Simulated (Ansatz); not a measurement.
Isolated molecules relaxed with PBE0-D4/def2-TZVP in Ansatz; ΔE leaves out vibrations. CCSD(T)/CBS adds triple-zeta CCSD(T) − MP2 to the extrapolated MP2 energy (def2 sets, frozen cores). Functionals use def2-TZVPP. B3LYP here is the variant with VWN-RPA as its local correlation; programs differ in this. For Ge outer-core shells are correlated without core-valence functions, which leaves a few kJ/mol of doubt a bond. Scalar relativity is left out up to krypton. One conformer a species, not always the lowest.

`[OH][GeH2][SiH](O)O` + `F[SiH2]CC[SiH3]` → `[OH][GeH2][CH2][SiH3]` + `O[SiH](O)C[SiH2]F`  (redistribution)

`[OH][GeH2][SiH](O)O`:

Z-matrix (Å, degrees):
```
Ge
Si 1 2.384
O 1 1.809 2 94.9
H 1 1.545 2 117.5 3 113.7
H 1 1.543 2 117.8 3 -114.0
O 2 1.638 1 102.8 3 -12.2
O 2 1.643 1 106.0 3 108.5
H 2 1.484 1 117.4 3 -128.9
H 3 0.959 1 114.5 2 -175.4
H 6 0.965 2 113.9 1 18.9
H 7 0.959 2 118.1 1 178.6
```

`F[SiH2]CC[SiH3]`:

```xyz
14

F     0.549   -2.515   -0.720
Si   -0.240   -1.295   -1.401
C     0.591    0.302   -0.920
C     0.813    0.519    0.582
Si   -0.740    0.769    1.615
H    -0.184   -1.486   -2.873
H    -1.647   -1.369   -0.937
H    -0.008    1.117   -1.348
H     1.550    0.333   -1.452
H     1.372   -0.320    1.010
H     1.440    1.404    0.741
H    -1.579    1.843    1.016
H    -0.361    1.168    2.997
H    -1.556   -0.472    1.689
```

`[OH][GeH2][CH2][SiH3]`:

Cartesian coordinates in Å:
```
O 2.291 0.324 0.374
Ge 1.171 0.023 -0.982
C -0.447 -0.834 -0.298
Si -1.431 0.254 0.858
H 1.931 0.933 1.022
H 1.968 -0.896 -1.918
H 0.817 1.358 -1.673
H -0.139 -1.749 0.217
H -1.073 -1.128 -1.147
H -1.985 1.417 0.113
H -0.550 0.782 1.937
H -2.553 -0.483 1.498
```

`O[SiH](O)C[SiH2]F`:

Z-matrix (Å, degrees):
```
Si
O 1 1.645
C 1 1.862 2 103.8
O 1 1.639 2 113.2 3 -121.1
H 1 1.482 2 111.0 3 122.0
H 2 0.958 1 117.8 3 179.0
Si 3 1.853 1 113.4 2 -60.0
H 3 1.095 1 108.7 2 177.9
H 3 1.096 1 108.9 2 60.9
H 4 0.961 1 115.9 2 68.6
F 7 1.617 3 107.8 1 -40.4
H 7 1.480 3 112.3 1 77.6
H 7 1.484 3 112.7 1 -157.2
```

Question: Is it downhill or uphill in electronic energy at CCSD(T)/CBS, and by how much? (Best estimate.)

Answer: The calculation gave: Downhill: ΔE = -82.0 kJ/mol.

Question: What do these levels give: PBE0-D4, ωB97X-V, B2PLYP, r2SCAN, PBE0, B3LYP, MP2/def2-TZVPP, SCS-MP2/def2-TZVPP, SCS-MP2/def2-QZVPP, HF/CBS(def2), MP2/CBS(def2), CCSD/CBS(def2)? (Best estimate.)

Answer: The calculation gave: PBE0-D4 -71.0, ωB97X-V -75.6, B2PLYP -77.0, r2SCAN -78.4, PBE0 -70.2, B3LYP -68.7, MP2/def2-TZVPP -89.9, SCS-MP2/def2-TZVPP -85.9, SCS-MP2/def2-QZVPP -85.6, HF/CBS(def2) -84.6, MP2/CBS(def2) -88.5, CCSD/CBS(def2) -82.0 kJ/mol.

Largest T1 diagnostic among the species: 0.012.

From PBE to PBE0 (25 % exact exchange), in def2-TZVPP and without D4, ΔE moves by −7.6 kJ/mol.
